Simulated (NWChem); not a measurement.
Species: SnHF, singlet; SMILES [F][SnH]

```xyz
3

Sn     0.0194     0.3047     0.0000
H     -1.7631     0.5104     0.0000
F     -0.0686    -1.6535     0.0000
```
Atoms are numbered in this order, from 1.

All runs: NWChem. Low-valent species are run as closed-shell singlets; no triplet was tried in these runs. All runs use the structure optimised with PBE0/def2-SVP. def2 effective core potentials on Sn; no spin-orbit coupling. Level: PBE0/def2-SVPD; the question gives the wavelength of the field.

Task: Estimate the computed values for field 1065 nm. Quantities: isotropic polarisability (bohr³); anisotropy (bohr³).

Result: 
```yaml
isotropic polarisability (bohr³): 43.7
anisotropy (bohr³): 11.4
```
